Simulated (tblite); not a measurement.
Compound: CH9BO3Si2.
Atom-mapped SMILES: `[CH3:1][O:2][SiH2:3][O:4][BH:5][O:6][SiH3:7]` (hydrogens: H8, H9, H10 on C1; H11, H12 on Si3; H13 on B5; H14, H15, H16 on Si7)

Computed with GFN2-xTB (tblite), gas phase: L-BFGS steps from a force-field or distance-geometry start until the largest atomic force falls under 0.01 eV/Å.

Step 120: E = -650.0077 eV
```
atom  x, y, z in Å  |  force x, y, z in eV/Å
C1     -3.0805    0.3832   -0.0270    0.006  -0.061  -0.007
O2     -2.2413   -0.7378   -0.0732    0.034  -0.015   0.028
Si3    -0.7385   -0.8486   -0.6668   -0.006   0.070  -0.021
O4     -0.0650    0.6184   -0.5556    0.011   0.013  -0.018
B5      0.8623    1.5067   -0.2177    0.030   0.052  -0.033
O6      2.0343    1.1824    0.3205   -0.032   0.001  -0.043
Si7     3.1100    0.0762    0.7886    0.019  -0.010   0.033
H8     -2.4939    1.3016    0.0399   -0.027   0.029  -0.019
H9     -3.7079    0.4205   -0.9207    0.003   0.003   0.010
H10    -3.7122    0.2888    0.8562   -0.050   0.018   0.018
H11    -0.1490   -1.8660    0.1854    0.014  -0.034   0.035
H12    -0.7133   -1.1307   -2.1019    0.018   0.025  -0.005
H13     0.6448    2.6542   -0.4094   -0.032  -0.030   0.009
H14     4.3319    0.4527    0.0760   -0.016  -0.022   0.005
H15     3.2113    0.2652    2.2349    0.014  -0.013   0.018
H16     2.6995   -1.2904    0.4596    0.014  -0.026  -0.010
```

Step 121: E = -650.0089 eV
```
atom  x, y, z in Å  |  force x, y, z in eV/Å
C1     -3.0886    0.3815   -0.0254    0.011  -0.094  -0.016
O2     -2.2392   -0.7324   -0.0647    0.046  -0.014   0.040
Si3    -0.7401   -0.8416   -0.6667    0.006   0.056  -0.037
O4     -0.0655    0.6255   -0.5627    0.016   0.031  -0.011
B5      0.8683    1.5067   -0.2229    0.022   0.040  -0.029
O6      2.0328    1.1712    0.3238   -0.052   0.042  -0.044
Si7     3.1127    0.0732    0.7953    0.051  -0.025  -0.006
H8     -2.5132    1.3067    0.0440   -0.020   0.019  -0.017
H9     -3.7100    0.4089   -0.9234   -0.007   0.017   0.006
H10    -3.7244    0.2780    0.8532   -0.063   0.036   0.030
H11    -0.1401   -1.8611    0.1770   -0.007  -0.018   0.032
H12    -0.7263   -1.1214   -2.1026    0.021   0.022  -0.006
H13     0.6631    2.6556   -0.4199   -0.032  -0.035   0.010
H14     4.3312    0.4522    0.0787   -0.004  -0.023   0.000
H15     3.2245    0.2675    2.2380    0.002  -0.009   0.054
H16     2.7073   -1.2940    0.4670    0.008  -0.044  -0.005
```

Step 122: E = -650.0103 eV
```
atom  x, y, z in Å  |  force x, y, z in eV/Å
C1     -3.0984    0.3764   -0.0244   -0.024  -0.102   0.011
O2     -2.2357   -0.7274   -0.0541    0.058   0.004   0.044
Si3    -0.7404   -0.8321   -0.6657   -0.006   0.010  -0.051
O4     -0.0607    0.6317   -0.5660    0.020   0.052  -0.002
B5      0.8782    1.5086   -0.2281    0.012   0.033  -0.024
O6      2.0339    1.1677    0.3333   -0.011   0.021  -0.020
Si7     3.1176    0.0706    0.8033    0.004  -0.024  -0.054
H8     -2.5383    1.3108    0.0461   -0.002   0.008  -0.017
H9     -3.7147    0.3934   -0.9263   -0.003   0.014   0.009
H10    -3.7397    0.2668    0.8511   -0.044   0.040   0.001
H11    -0.1385   -1.8611    0.1670   -0.018   0.005   0.026
H12    -0.7377   -1.1055   -2.1033    0.023   0.018  -0.004
H13     0.6831    2.6567   -0.4404   -0.025  -0.037   0.017
H14     4.3308    0.4501    0.0794    0.013  -0.024  -0.009
H15     3.2451    0.2666    2.2438   -0.016  -0.006   0.061
H16     2.7081   -1.2969    0.4729    0.019  -0.012   0.014
```

Step 123: E = -650.0114 eV
```
atom  x, y, z in Å  |  force x, y, z in eV/Å
C1     -3.1109    0.3694   -0.0219   -0.018  -0.029   0.013
O2     -2.2320   -0.7211   -0.0437    0.037   0.017   0.051
Si3    -0.7422   -0.8221   -0.6687    0.008  -0.041  -0.033
O4     -0.0550    0.6383   -0.5752    0.015   0.057   0.005
B5      0.8893    1.5095   -0.2355   -0.004  -0.006  -0.019
O6      2.0366    1.1596    0.3360    0.024   0.012   0.002
Si7     3.1243    0.0679    0.8104    0.001   0.017  -0.054
H8     -2.5651    1.3139    0.0541   -0.017  -0.037  -0.022
H9     -3.7214    0.3817   -0.9287    0.017  -0.003   0.016
H10    -3.7601    0.2544    0.8478   -0.022   0.020  -0.007
H11    -0.1410   -1.8610    0.1582   -0.039   0.057  -0.011
H12    -0.7527   -1.0911   -2.1075    0.027   0.016   0.002
H13     0.7064    2.6569   -0.4543   -0.032  -0.010   0.010
H14     4.3339    0.4495    0.0833    0.032  -0.024  -0.022
H15     3.2630    0.2709    2.2491   -0.033  -0.004   0.057
H16     2.7194   -1.3003    0.4853    0.005  -0.041   0.011
```

Task: Estimate the geometry and energy of step 124. (The exact step hangs on the optimiser's Hessian estimate; all steps are aligned on step 123, rigid shifts and turns removed.)

Result: E = -650.0122 eV, largest force 0.069 eV/Å
```
atom  x, y, z in Å  |  force x, y, z in eV/Å
C1     -3.1165    0.3638   -0.0204   -0.013   0.014   0.026
O2     -2.2273   -0.7181   -0.0358    0.008   0.040   0.056
Si3    -0.7419   -0.8167   -0.6704    0.018  -0.028  -0.019
O4     -0.0484    0.6418   -0.5805   -0.005   0.028   0.006
B5      0.8966    1.5112   -0.2386   -0.010  -0.008  -0.016
O6      2.0386    1.1595    0.3421    0.045   0.001   0.006
Si7     3.1274    0.0669    0.8132   -0.030  -0.001  -0.052
H8     -2.5807    1.3146    0.0558   -0.006  -0.049  -0.021
H9     -3.7227    0.3720   -0.9297    0.010  -0.021   0.005
H10    -3.7694    0.2487    0.8469   -0.011  -0.002  -0.018
H11    -0.1491   -1.8611    0.1555   -0.022   0.059  -0.016
H12    -0.7577   -1.0820   -2.1092    0.026   0.013  -0.008
H13     0.7183    2.6581   -0.4628   -0.031  -0.005   0.010
H14     4.3355    0.4472    0.0841    0.041  -0.023  -0.030
H15     3.2709    0.2726    2.2515   -0.036  -0.010   0.048
H16     2.7186   -1.3020    0.4870    0.017  -0.009   0.023
```

The energy changes by -0.0008 eV. The first-order estimate −F·Δx gives -0.0011 eV and the mean of the old and new forces, exact on a quadratic surface, -0.0008 eV. The step makes an angle of 80° with the force vector and moves no atom by more than 0.016 Å.

What follows is the cost of the whole relaxation. Time: 1.9 s. Hardware: one thread, Arm Neoverse N1 (aarch64), no GPU, shared host with 64 logical CPUs at a one-minute load of 60.
